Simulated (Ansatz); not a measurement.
`O[Si](O)(O)O[SiH2]F` + `O[SiH3]` → `F[SiH2]O[SiH3]` + `O[Si](O)(O)O`  (ligand exchange at the Si–O bond)

Isolated molecules relaxed with PBE0-D4/def2-TZVP in Ansatz; ΔE leaves out vibrations. CBS: MP2 limit from def2 TZ/QZ plus the TZ coupled-cluster correction, frozen cores. This one scheme is used for every species. Functionals use def2-TZVPP. B3LYP here is the variant with VWN-RPA as its local correlation; programs differ in this. One conformer a species, not always the lowest.

```tsv
level	ΔE (kcal/mol)	difference from CCSD(T)/CBS
r2SCAN-D4	-0.5	0.2
B3LYP-D4	-0.3	0.4
r2SCAN0-D4	-0.6	0.1
BHLYP-D4	-0.4	0.3
ωB97X-V	-0.7	0.0
revPBE	-0.8	-0.1
B3LYP	-0.9	-0.2
r2SCAN0	-0.8	-0.1
CCSD/def2-TZVPP	-0.8	-0.1
HF/def2-QZVPP	-0.9	-0.2
CCSD(T)/CBS	-0.7	0
```

Largest T1 diagnostic among the species: 0.012.

Leaving LDA and LC-ωPBE aside and taking each functional with its dispersion term where it has one, the values, not all of them listed here, spread over 0.6 kcal/mol, from B2PLYP to BLYP-D4.
